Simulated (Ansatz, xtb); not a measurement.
**CH2ClFGa: which of two isomers lies lower**

Structure I: `F[CH2][Ga][Cl]`, a doublet. Structure II: `[F][Ga][CH2]Cl`, a doublet. Both are isolated molecules in the gas phase, relaxed with B3LYP-D3(BJ)/def2-SVP; the shapes shown needn't be the lowest conformers.

I (Å):

```xyz
6

C     2.3398    0.0251    1.7694
Cl    2.6567   -0.2294   -1.8075
F     3.6557    0.3284    1.5547
Ga    1.3610   -0.3870   -0.0362
H     2.2473   -0.8726    2.4051
H     1.8169    0.8766    2.2387
```

II (Å):

```xyz
6

C     1.1154   -1.2127    0.2864
Cl    0.1253   -2.4861   -0.4977
F    -0.3305   -1.2401    3.1181
Ga    1.1773   -1.7131    2.3044
H     0.6052   -0.2437    0.1953
H     2.1127   -1.1921   -0.1681
```

**Question.** Estimate E(II) − E(I) at the level CCSD(T)/def2-SVP + ΔMP2/def2-TZVPP.

**Answer.** Not settled: CCSD(T)/def2-SVP + ΔMP2/def2-TZVPP gives E(II) − E(I) = −9.5 kJ/mol, but this leans on the basis-set step: CCSD(T) alone gives −3.1 kJ/mol.

The same difference at several levels:

```
                             level               geometry  E(II) − E(I) (kJ/mol)  departure from the last row (kJ/mol)  job, with rough time for the two
             B3LYP-D3(BJ)/def2-SVP  B3LYP-D3(BJ)/def2-SVP                    +7.2                                 +16.7             optimisation, 2.6 min
                       HF/def2-SVP  B3LYP-D3(BJ)/def2-SVP                   +14.4                                 +23.9           part of the CCSD(T) run
                      MP2/def2-SVP  B3LYP-D3(BJ)/def2-SVP                   −11.5                                  −2.0           part of the CCSD(T) run
                  CCSD(T)/def2-SVP  B3LYP-D3(BJ)/def2-SVP                    −3.1                                  +6.4                      single point
CCSD(T)/def2-SVP + ΔMP2/def2-TZVPP  B3LYP-D3(BJ)/def2-SVP                    −9.5                                                      single point, 41 s
```

As drawn, II has 1 F–Ga, 1 C–Cl in place of 1 C–F, 1 Cl–Ga.

B3LYP-D3(BJ)/def2-SVP, HF/def2-SVP put the two in the other order. The largest departure from CCSD(T)/def2-SVP + ΔMP2/def2-TZVPP is that of HF/def2-SVP, 23.9 kJ/mol. Levels run at GFN2-xTB geometries aren't shown. The last row adds to CCSD(T) the change of the MP2 difference between the two basis sets, here −6.4 kJ/mol.

With harmonic frequencies from B3LYP-D3(BJ)/def2-SVP (ideal gas, rigid rotor, one conformer each, 298.15 K, 1 atm): on the last row, ΔE + ΔZPE = −11.4 kJ/mol. A mode under 50 cm⁻¹ makes harmonic enthalpies and free energies unreliable, so none is given.

Open shells are spin-unrestricted. The correlated steps freeze 16 core orbitals; the filled d shell of Ga is correlated, in a basis made for valence electrons. Run with Ansatz 0.2.0; the last row on 2 threads of Intel(R) Xeon(R) Platinum 8259CL CPU @ 2.50GHz (Skylake/Cascade Lake) on a shared host.
